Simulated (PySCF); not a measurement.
Here is a computed GFN2-xTB geometry (Å):
```
atom  x, y, z in Å
C1     2.6592    0.0774   -0.7352
C2     1.7349    0.5099    0.1107
C3     0.3385    0.0730    0.1062
C4     0.0244   -1.2595   -0.1578
C5    -1.2771   -1.7189   -0.1153
C6    -2.3060   -0.8458    0.2007
C7    -2.0241    0.4828    0.4503
C8    -0.7161    0.9455    0.3974
S9    -0.4780    2.6799    0.6889
H10    3.6806    0.4126   -0.6777
H11    2.4257   -0.6155   -1.5264
H12    2.0044    1.2231    0.8815
H13    0.8311   -1.9436   -0.3744
H14   -1.4883   -2.7579   -0.3190
H15   -3.3259   -1.1962    0.2476
H16   -2.8161    1.1786    0.6838
H17    0.7259    2.7666    0.1288
```

Charge 0, singlet.

Read off the bonds between heavy atoms and their formal orders.

C1–C2 1.33 Å (double); C2–C3 1.46 Å (single); C3–C4 1.39 Å (aromatic); C4–C5 1.38 Å (aromatic); C5–C6 1.39 Å (aromatic); C6–C7 1.38 Å (aromatic); C7–C8 1.39 Å (aromatic); C8–S9 1.77 Å (single); C3–C8 1.40 Å (aromatic). Bonds to hydrogen (Å): C1–H10 1.08; C1–H11 1.08; C2–H12 1.08; C4–H13 1.08; C5–H14 1.08; C6–H15 1.08; C7–H16 1.08; S9–H17 1.33.

Give the structure as a SMILES string.

`C=Cc1ccccc1S`, C8H8S. Among its features: C=C double bond, benzene ring and thiol.

Name the point group.

C1 (no symmetry element, even within 0.4 Å).

Which rings does it hold (smallest set)?

C3–C4–C5–C6–C7–C8 (6 members, 0.01 Å rms from planarity).

Describe the place of each heavy atom.

C1: terminal =CH2 carbon; C2: alkene CH carbon; C3: substituted aromatic carbon; C4: aromatic CH carbon; C5: aromatic CH carbon; C6: aromatic CH carbon; C7: aromatic CH carbon; C8: substituted aromatic carbon; S9: thiol sulfur.

What is the arrangement about S9?

It has 2 neighbours (C8, H17) and is bent (angle 96.7°).

What is the arrangement about C1?

It has 3 neighbours (C2, H10, H11) and is planar (angles 121.8°, 121.7° and 116.4°, sum 360.0°, 0.01 Å off the plane of its three neighbours).
